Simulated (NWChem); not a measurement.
System: AgF; SMILES [Ag][F]

NWChem input:

```
start job
memory heap 200 mb stack 900 mb global 1100 mb
geometry units angstroms noautosym nocenter noautoz
  Ag     0.000000     0.000000    -0.324159
  F      0.000000     0.000000     1.661694
end
basis spherical
  * library def2-svpd
end
ecp
  Ag library def2-ecp
end
dft
  xc b3lyp
  iterations 150
end
tddft
  cis
  nroots 8
end
task tddft energy
```

Geometry: optimised at PBE0-D3(BJ)/def2-TZVP. def2 effective core potentials on Ag; no spin-orbit coupling.

Vertical excitations in the gas phase.

Question: What results follow from this input? (B3LYP/def2-SVPD with def2 effective core potentials on Ag, TDA.) Quantities: lowest excitation, singlet (eV); oscillator strength of that lowest state; lowest state with f > 0.02, singlet (eV); oscillator strength of that bright state; lowest triplet (eV); orbital gap (eV).

Answer: 
```yaml
lowest excitation, singlet (eV): 3.10
oscillator_strength_of_that_lowest_state: 0.010
lowest state with f > 0.02, singlet (eV): 3.42
oscillator_strength_of_that_bright_state: 0.022
lowest triplet (eV): 2.37
orbital gap (eV): 4.22
```
